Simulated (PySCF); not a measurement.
Isomers of C5H10OS, mass 118.045 u with the commonest isotopes. Theory: PBE0/def2-SVPD in PySCF (dipole) on a GFN2-xTB geometry, gas phase. One conformer each, none proved a minimum here; rigid rotors.

Problem. Order these by radius of gyration √(Σ m r²/M), largest first.
A. `[CH3:1][S:2][CH2:3][O:4][CH:5]1[CH2:6][CH2:7]1` with C1–S2–C3–O4 64°, S2–C3–O4–C5 76°, C3–O4–C5–C6 -90°
B. `[CH2:1]=[CH:2][CH2:3][CH2:4][S@@:5]([CH3:6])=[O:7]` with C1–C2–C3–C4 -123°, C2–C3–C4–S5 -67°, C3–C4–S5–C6 -176°
C. `[CH3:1][S:2][C@H:3]([CH3:4])[C:5]([CH3:6])=[O:7]` with C1–S2–C3–C4 55°, S2–C3–C5–C6 -85°
D. `[O:1]=[S:2]1[CH2:3][CH2:4][CH2:5][CH2:6][CH2:7]1` with O1–S2–C3–C4 -170°, S2–C3–C4–C5 67°, C3–C4–C5–C6 -61°, C4–C5–C6–C7 61°

Solution. B (2.104 Å), A (1.973 Å), C (1.840 Å), D (1.786 Å).

Problem. Order these by rotational constant A, largest first.
A. `[CH3:1][S:2][CH2:3][O:4][CH:5]1[CH2:6][CH2:7]1` with C1–S2–C3–O4 64°, S2–C3–O4–C5 76°, C3–O4–C5–C6 -90°
B. `[O:1]=[S:2]1[CH2:3][CH2:4][CH2:5][CH2:6][CH2:7]1` with O1–S2–C3–C4 -170°, S2–C3–C4–C5 67°, C3–C4–C5–C6 -61°, C4–C5–C6–C7 61°
C. `[CH2:1]=[CH:2][CH2:3][CH2:4][S@@:5]([CH3:6])=[O:7]` with C1–C2–C3–C4 -123°, C2–C3–C4–S5 -67°, C3–C4–S5–C6 -176°
D. `[CH3:1][S:2][C@H:3]([CH3:4])[C:5]([CH3:6])=[O:7]` with C1–S2–C3–C4 55°, S2–C3–C5–C6 -85° (3-methylthio-2-butanone)

Solution. C (4820 MHz), A (4046 MHz), B (3907 MHz), D (2724 MHz).

Problem. Order these by dipole moment, largest first.
A. `[CH2:1]=[CH:2][CH2:3][CH2:4][S@@:5]([CH3:6])=[O:7]` with C1–C2–C3–C4 -123°, C2–C3–C4–S5 -67°, C3–C4–S5–C6 -176°
B. `[CH3:1][S:2][C@H:3]([CH3:4])[C:5]([CH3:6])=[O:7]` with C1–S2–C3–C4 55°, S2–C3–C5–C6 -85°
C. `[CH3:1][S:2][CH2:3][O:4][CH:5]1[CH2:6][CH2:7]1` with C1–S2–C3–O4 64°, S2–C3–O4–C5 76°, C3–O4–C5–C6 -90°
D. `[O:1]=[S:2]1[CH2:3][CH2:4][CH2:5][CH2:6][CH2:7]1` with O1–S2–C3–C4 -170°, S2–C3–C4–C5 67°, C3–C4–C5–C6 -61°, C4–C5–C6–C7 61°

Solution. D (4.57 D), A (3.67 D), B (1.52 D), C (0.73 D).

| SMILES | point group | Ia (u·Å²) | Ib (u·Å²) | Ic (u·Å²) | κ | μa (D) | μb (D) | μc (D) |
| --- | --- | --- | --- | --- | --- | --- | --- | --- |
| C=CCC[S@@](C)=O | C1 | 104.85 | 459.44 | 480.86 | -0.97 | 0.56 | 3.62 | 0.22 |
| CSCOC1CC1 | C1 | 124.92 | 383.95 | 410.24 | -0.94 | 0.62 | 0.11 | 0.38 |
| CS[C@H](C)C(C)=O | C1 | 185.56 | 294.01 | 319.89 | -0.76 | 0.07 | 0.16 | 1.51 |
| O=S1CCCCC1 | Cs | 129.34 | 268.06 | 355.46 | -0.63 | 4.56 | 0.00 | 0.26 |
